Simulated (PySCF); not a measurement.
C₃H₄BNO₂, SMILES N#CCB(O)C=O.

Geometry: B3LYP-D3(BJ)/def2-SVP. The structure was generated by enumeration, and PubChem lists no compound with its InChIKey, so it may never have been made. Other conformers were not sampled.

Calculation: TDA-LC-ωPBE/def2-SVPD in PySCF.

Vertical excitations. Gas-phase values at a fixed geometry. State labels are in the subgroup Cs.

```tsv
state	symmetry	energy (eV)	λ (nm)	f	main pairs
S1	A"	3.08	402	0.000	HOMO→LUMO 92 %
S2	A"	6.49	191	0.001	HOMO−1→LUMO 43 %, HOMO−5→LUMO 36 %, HOMO→LUMO+6 9 %
S3	A"	7.58	164	0.001	HOMO−5→LUMO 32 %, HOMO−1→LUMO 30 %, HOMO−1→LUMO+4 14 %, HOMO−7→LUMO 6 %
S4	A'	7.60	163	0.001	HOMO→LUMO+1 65 %, HOMO→LUMO+2 12 %
S5	A'	7.72	161	0.011	HOMO−2→LUMO 80 %
S6	A"	7.82	159	0.000	HOMO−1→LUMO+4 27 %, HOMO−2→LUMO+5 12 %, HOMO−1→LUMO 11 %, HOMO−1→LUMO+7 10 %
S7	A"	7.93	156	0.001	HOMO→LUMO+6 60 %, HOMO−5→LUMO 15 %
S8	A'	8.18	152	0.011	HOMO−2→LUMO+4 23 %, HOMO−4→LUMO 21 %, HOMO−1→LUMO+5 15 %, HOMO−2→LUMO+7 8 %
S9	A"	8.23	151	0.002	HOMO−2→LUMO+5 38 %, HOMO−1→LUMO+4 13 %, HOMO−2→LUMO+3 8 %, HOMO−2→LUMO+2 8 %
S10	A'	8.30	149	0.042	HOMO−4→LUMO 56 %, HOMO−2→LUMO 13 %
T1	A"	2.30	539	0	HOMO→LUMO 91 %
T2	A'	5.30	234	0	HOMO−6→LUMO 46 %, HOMO−4→LUMO 40 %
T3	A"	5.92	210	0	HOMO−5→LUMO 45 %, HOMO−1→LUMO 30 %, HOMO→LUMO+6 9 %
T4	A'	6.25	198	0	HOMO−2→LUMO+4 33 %, HOMO−1→LUMO+5 20 %, HOMO−2→LUMO+7 11 %
```
Triplets are in the Tamm–Dancoff approximation.
